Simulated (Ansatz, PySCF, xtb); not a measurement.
Gas-phase reaction R1 → P1 + P2, each structure at its B3LYP-D3(BJ)/def2-TZVP stationary point, reached from a drawn start (curvature not checked).
R1: BH3O3 (SMILES OB(O)O), charge 0, multiplicity 1.
P1, BHO2 (SMILES O=BO) (charge 0, multiplicity 1):
```xyz
4

O     -0.80258    -0.34317     0.06693
B      0.46763    -0.07543    -0.19402
O      1.63310     0.12198    -0.46061
H     -1.29815     0.29662     0.58769
```
P2, H2O (SMILES O) (charge 0, multiplicity 1, Z-matrix in Å and degrees):
```
O
H 1 0.9627
H 1 0.9627 2 105.24
```

P less R. No zero-point or thermal terms. One arrangement of each flexible species, with no search for the lowest.

Run with Ansatz (Gaussian basis) for Hartree–Fock, density functionals and correlated methods; PySCF for the D3/D4 terms; xtb for the GFN methods. All values are computed, each at the level named.

### Question
One of these levels gives 2.259 eV for the reaction energy. Which one is it?
A) SVWN5/def2-TZVPP
B) r2SCAN-D3(BJ)/def2-TZVPP
C) BLYP/def2-TZVPP
D) GFN2-xTB

### Answer
B, r2SCAN-D3(BJ)/def2-TZVPP. The others give 1.352 (GFN2-xTB), 2.541 (SVWN5/def2-TZVPP), 1.823 (BLYP/def2-TZVPP)

Ansatz is a quantum-chemistry and plane-wave program.
